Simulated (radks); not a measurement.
Initial-state core-level shifts of neutral indium when its valence configuration changes from [Kr] 4d10 5s2 5p1. Method: Dirac Kohn-Sham, LDA (Slater exchange, Perdew-Wang correlation), spin-unpolarised, spherical densities, point nucleus; open shells fill j = l - 1/2 first; computed with a radial shooting solver on a logarithmic mesh with Libxc functionals. Shifts are changes of the shell-averaged eigenvalues in eV (positive: less bound).

valence	2p	3p	3d	4s
4d10 5s1 5p2	-1.487	-1.508	-1.505	-1.520
4d9 5s2 5p2	-7.308	-7.145	-7.191	-6.424
4d8 5s2 5p3	-15.129	-14.727	-14.834	-13.067
4d7 5s2 5p4	-23.258	-22.538	-22.719	-19.720
4d10 5p3	-3.049	-3.092	-3.085	-3.118
4d9.5 5s2 5p1.5	-3.624	-3.552	-3.573	-3.218
4d6 5s2 5p5	-31.706	-30.583	-30.854	-26.389
4d9.5 5p3.5	-6.625	-6.594	-6.609	-6.269
4d10 5s0.5 5p2.5	-2.286	-2.318	-2.312	-2.336
